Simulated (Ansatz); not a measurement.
Reaction (redistribution): `[OH][Ge]([Cl])([Cl])[Cl]` + `F[Si](F)(S)Cl` → `[OH][Ge]([F])([Cl])[Cl]` + `F[Si](S)(Cl)Cl`

Computed with Ansatz on PBE0-D4/def2-TZVP structures; ΔE is electronic, products minus reactants. CBS: MP2 limit from def2 TZ/QZ plus the TZ coupled-cluster correction, frozen cores. This one scheme is used for every species. Functionals use def2-TZVPP. B3LYP here is the variant with VWN-RPA as its local correlation; programs differ in this. HSE06 is defined as in plane-wave codes. For Ge outer-core shells are correlated without core-valence functions, which leaves a few kJ/mol of doubt a bond. Scalar relativity is left out up to krypton. Each species was taken in one conformer, which may not be the lowest.

```
             level  ΔE (kcal/mol)  difference from CCSD(T)/CBS
            PBE-D4           12.2                         -1.5
         revPBE-D4           11.8                         -1.9
           BLYP-D4           13.0                         -0.7
         r2SCAN-D4           13.1                         -0.6
            B97M-V           13.1                         -0.6
           PBE0-D4           13.0                         -0.7
          B3LYP-D4           13.6                         -0.1
        r2SCANh-D4           13.3                         -0.4
        r2SCAN0-D4           13.7                          0.0
          HSE06-D4           13.0                         -0.7
          BHLYP-D4           14.4                          0.7
      CAM-B3LYP-D4           13.6                         -0.1
           ωB97X-V           12.6                         -1.1
           ωB97M-V           13.1                         -0.6
            B2PLYP           13.6                         -0.1
          PBE-QIDH           13.3                         -0.4
               PBE           12.2                         -1.5
            revPBE           12.0                         -1.7
              BLYP           13.2                         -0.5
            r2SCAN           13.1                         -0.6
              PBE0           13.0                         -0.7
             B3LYP           13.7                          0.0
           r2SCANh           13.3                         -0.4
             HSE06           13.0                         -0.7
             BHLYP           14.5                          0.8
         CAM-B3LYP           13.6                         -0.1
           LC-ωPBE           12.2                         -1.5
       HF/def2-SVP           12.1                         -1.6
      MP2/def2-SVP           10.1                         -3.6
     CCSD/def2-SVP           10.5                         -3.2
  CCSD(T)/def2-SVP           10.3                         -3.4
     HF/def2-TZVPP           14.9                          1.2
SCS-MP2/def2-TZVPP           13.5                         -0.2
   CCSD/def2-TZVPP           14.0                          0.3
CCSD(T)/def2-TZVPP           13.7                          0.0
     HF/def2-QZVPP           14.9                          1.2
    MP2/def2-QZVPP           13.5                         -0.2
SCS-MP2/def2-QZVPP           13.5                         -0.2
     MP2/CBS(def2)           13.5                         -0.2
    CCSD/CBS(def2)           14.0                          0.3
       CCSD(T)/CBS           13.7                            0
```

Largest T1 diagnostic among the species: 0.011.

At CCSD(T), def2-SVP lies −3.4 kcal/mol from the extrapolated value and def2-TZVPP −0.0 kcal/mol. From BLYP to BHLYP (50 % exact exchange), in def2-TZVPP and without D4, ΔE moves by +1.3 kcal/mol. Leaving LDA and LC-ωPBE aside and taking each functional with its dispersion term where it has one, the values spread over 2.6 kcal/mol, from revPBE-D4 to BHLYP-D4.
